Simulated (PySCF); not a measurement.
Running PySCF for NaGa⁺

Input:

```python
from pyscf import gto, scf, mp

mol = gto.M(
    atom='Na 0 0 0; Ga 0 0 2.88',
    basis='lanl2dz',
    ecp={'Na': 'lanl2dz', 'Ga': 'lanl2dz'},
    charge=1,
    spin=1,
    verbose=3,
)
mf = scf.UHF(mol)
mf.kernel()
mp.MP2(mf).kernel()
mf.dip_moment()
print('orbital energies (hartree):', [e[max(0, n-3):n+3].round(4) for e, n in zip(mf.mo_energy, mol.nelec)])
```

```bash
$ python input.py
```

The log (some set-up lines and the per-cycle HOMO/LUMO lines with their warnings removed):

```
converged SCF energy = -1.96573429529063  <S^2> = 0.75588111  2S+1 = 2.0058725
E(UMP2) = -1.98241391167155  E_corr = -0.0166796163809242
E(SCS-UMP2) = -1.98531509602986  E_corr = -0.0195808007392348

WARN: System has nonzero charge 1; the dipole moment is origin-dependent.
Location of origin: [0. 0. 0.]

Dipole moment(X, Y, Z, Debye):  0.00000,  0.00000,  3.58457
orbital energies (hartree): [array([-0.6375, -0.4068, -0.1497, -0.1497, -0.1324]), array([-0.5807, -0.1481, -0.1345, -0.1345])]
```

In short: E(SCF) = -1.965734 Eh, E(MP2) − E(SCF) = -0.01668 Eh, ⟨S²⟩ = 0.756.

Wall time 0.65 s on one thread of a shared host.

The bond length is a typed value, not an optimised one. The dipole of an ion depends on the origin. No search for the lowest solution was made.
